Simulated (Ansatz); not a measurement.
# A barrier at the coupled-cluster level

Start structure (SiH₆SeO, singlet), relaxed at PBE0-D4/def2-TZVP:

Si1  (-1.255, -0.939, 0.326)
O2  (-0.474, 0.498, 0.578)
H3  (-2.601, -0.722, -0.269)
H4  (-0.396, -1.696, -0.612)
H5  (-1.421, -1.692, 1.598)
H6  (1.563, 0.879, -0.187)
Se7  (2.951, 0.991, -0.659)
H8  (-0.877, 1.134, 1.169)
H9  (2.512, 1.546, -1.944)
(Å)

The step: SiH₄O ([OH][SiH3]) + H₂Se → SiH₄Se ([SiH3][SeH]) + H₂O; bonds formed: Si1–Se7, O2–H6; bonds broken: Si1–O2, H6–Se7. Computed with Ansatz 0.2.0 (basis: def2-TZVPP and def2-QZVPP); correlated methods freeze the cores. Filled d shells of the heavier atoms are correlated. The def2 sets are not built for correlating such inner shells, so the correlated values are less sure here. Extrapolation: Hartree–Fock as exp(−7.88 √X), correlation as X^−2.97. Energies below are by CCSD(T) at an estimated basis limit (MP2 extrapolated from triple and quadruple zeta, plus CCSD(T) − MP2 in triple zeta).

(1) What are the electronic barrier and the energy of the step, from the start structure to the end structure? (Judge from chemistry; the value comes from the calculation.)

No T1 diagnostic of these runs exceeds 0.011.

Results:

(1) The calculation gives: Barrier 30.07 kcal/mol; step energy 4.18 kcal/mol (uphill); reverse barrier, their difference, 25.89 kcal/mol. Barrier and step energy count from the start structure, the reverse barrier from the end structure.

The saddle point: One imaginary mode of 153i cm⁻¹.
```tsv
pair	start (Å)	saddle (Å)	end (Å)
Si1–Se7	4.73	2.68	2.29
O2–H6	2.21	1.03	0.97
Si1–O2	1.65	1.85	3.43
H6–Se7	1.47	2.06	2.64
```

Zero-point energy (harmonic, PBE0-D4): ZPE is 33.53 kcal/mol at the start and 35.41 kcal/mol at the saddle, so the barrier goes from 30.07 to 31.96 kcal/mol.

Labels in which every atom is bracketed show which atoms are joined, not bond orders.

For scale, one of the runs: CCSD(T)/def2-TZVPP, 205 basis functions, launched by `ansatz run in.yaml --threads 4 --pin off --events-out ev --progress --plain --max-ram 9574MiB`. The run took 90 s on 4 CPU threads of an Arm Neoverse V1 (shared host), with 2.6 GiB of host memory at its peak.
